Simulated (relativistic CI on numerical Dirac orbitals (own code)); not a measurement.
## Pt⁺: 5p photoemission

Computed with this model: Dirac-Coulomb-Breit CI, separate exchange-only KLI orbitals for each configuration, QED by a radiative potential, valence Slater integrals scaled by 0.9, multiplet model of photoemission in the sudden approximation; configurations [Xe] 4f14 5d9 → [Kr] 4d10 4f14 5s2 5p5 5d9; 300 K; Lorentzian 1.5 eV and Gaussian 0.6 eV FWHM. Energies are those of the free ion, without screening or charge transfer. The energies are binding energies and can lie tens of eV above those of solids. S is read from ⟨S²⟩ = S(S + 1).

Field parameters in Wybourne normalisation: D3d B²₀ = −7Dσ, B⁴₀ = −14Dq − 21Dτ, B⁴₃ = −14√(10/7) Dq; D4h B²₀ = −7Ds, B⁴₀ = 21(Dq − Dt), B⁴₄ = 21√(5/14) Dq; Oh B⁴₀ = 21Dq, B⁴₄ = √(5/14) B⁴₀; Td as Oh with Dq negative (B⁴₀ = 21Dq, B⁴₄ = √(5/14) B⁴₀). The field is a parameter set, without covalency.

Computed curve for D3d, 10Dq = 12900, Dσ = -340, Dτ = -40 cm⁻¹, scaled to 100 at the maximum (points under 2 are left out and the grid is thinned):

| Energy (eV) | Intensity |
| --- | --- |
| 61.4 | 2.1 |
| 62.2 | 2.6 |
| 63.0 | 3.3 |
| 63.8 | 4.5 |
| 64.6 | 6.5 |
| 65.2 | 9.1 |
| 66.0 | 16.2 |
| 66.8 | 35.7 |
| 67.6 | 83.3 |
| 68.4 | 96.1 |
| 69.2 | 63.9 |
| 70.0 | 44.7 |
| 70.8 | 35.5 |
| 71.6 | 31.6 |
| 72.4 | 40.5 |
| 73.0 | 46.4 |
| 73.8 | 36.8 |
| 74.6 | 23.0 |
| 75.4 | 11.8 |
| 76.2 | 6.7 |
| 77.0 | 4.7 |
| 77.8 | 3.7 |
| 78.6 | 3.3 |
| 79.4 | 3.2 |
| 80.2 | 3.5 |
| 80.8 | 3.9 |
| 81.6 | 5.1 |
| 82.4 | 7.9 |
| 83.2 | 15.6 |
| 84.0 | 35.7 |
| 84.8 | 40.7 |
| 85.6 | 37.9 |
| 86.4 | 52.2 |
| 87.2 | 42.2 |
| 88.0 | 20.9 |
| 88.6 | 11.7 |
| 89.4 | 6.6 |
| 90.2 | 4.1 |
| 91.0 | 2.8 |
| 91.8 | 2.1 |

The ground state has S = 0.50, and the centroid lies at 75.11 eV.
